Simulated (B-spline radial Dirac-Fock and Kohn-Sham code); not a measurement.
Os 4f7/2: cross section and angular parameters

System: the Os atom, [Xe] 4f14 5d6 6s2; threshold 62.40 eV (orbital energy of the model). Method: Dirac-Hartree-Slater photoionisation with a Latter tail; cross sections with all multipoles, angular parameters from the dipole term and its interference with E2. Computed with a radial finite-basis atomic code.

Input of the calculation (task.json; shells as n, l, electrons):

```json
{"items": [{
  "Z": 76,
  "q": 0,
  "cfg": [[1, 0, 2], [2, 0, 2], [2, 1, 6], [3, 0, 2], [3, 1, 6], [3, 2, 10], [4, 0, 2], [4, 1, 6], [4, 2, 10], [4, 3, 14], [5, 0, 2], [5, 1, 6], [5, 2, 6], [6, 0, 2]],
  "A": 192,
  "rrms": 5.4126,
  "do": "xps",
  "hv": [50.9, 54.7, 58.1, 80, 85.4, 91.6, 106.0, 135.0, 136.0, 150, 193.0, 200, 234.0, 497.0, 551.0, 559.0, 710.0, 779.0, 1000, 1190.0, 1486.9, 1490.0, 3140.0, 3990.0, 4000, 6440.0, 7110.0, 7800.0, 8047.8, 9251.7],
  "edges": {"K": 73871.0, "L1": 12968.0, "L2": 12385.0, "L3": 10871.0, "M1": 3049.0, "M2": 2792.0, "M3": 2457.0, "M4": 2031.0, "M5": 1960.0, "N1": 658.2, "N2": 549.1, "N3": 470.7, "N4": 293.1, "N5": 278.5, "O1": 84.0}
}]}
```

Launch: `python xray2_run.py task.json out`

| hν (eV) | σ (kb) | β | γ | δ |
| --- | --- | --- | --- | --- |
| 80 | 420 | 1.113 | -0.011 | -0.002 |
| 85.4 | 428 | 1.410 | -0.006 | -0.001 |
| 91.6 | 476 | 1.585 | 0.003 | 0.001 |
| 106 | 740 | 1.273 | 0.007 | 0.005 |
| 135 | ? | ? | ? | ? |
| 136 | 1680 | 0.527 | 0.002 | 0.010 |
| 150 | 2170 | 0.388 | 0.000 | 0.011 |
| 193 | 3160 | 0.267 | -0.003 | 0.014 |
| 200 | 3250 | 0.267 | -0.003 | 0.014 |
| 234 | 3450 | 0.298 | -0.003 | 0.017 |
| 497 | 1620 | 0.682 | 0.012 | 0.032 |
| 551 | 1320 | 0.737 | 0.018 | 0.035 |
| 559 | 1290 | 0.744 | 0.019 | 0.036 |
| 710 | 756 | 0.858 | 0.044 | 0.045 |
| 779 | 602 | 0.896 | 0.058 | 0.049 |
| 1000 | 310 | 0.980 | 0.114 | 0.061 |
| 1190 | 188 | 1.020 | 0.170 | 0.071 |
| 1486.9 | 94.9 | 1.050 | 0.265 | 0.087 |
| 1490 | 94.3 | 1.050 | 0.266 | 0.087 |
| 3140 | 7.29 | 0.987 | 0.739 | 0.167 |
| 3990 | 2.96 | 0.928 | 0.915 | 0.207 |
| 4000 | 2.94 | 0.928 | 0.917 | 0.207 |
| 6440 | 0.445 | 0.787 | 1.257 | 0.319 |
| 7110 | 0.296 | 0.757 | 1.324 | 0.349 |
| 7800 | 0.201 | 0.729 | 1.386 | 0.379 |
| 8047.8 | 0.177 | 0.720 | 1.407 | 0.389 |
| 9251.7 | 0.0978 | 0.677 | 1.497 | 0.440 |

Problem. Give the values at 135 eV.

Solution. σ = 1650 kb, β = 0.540, γ = 0.002, δ = 0.010.
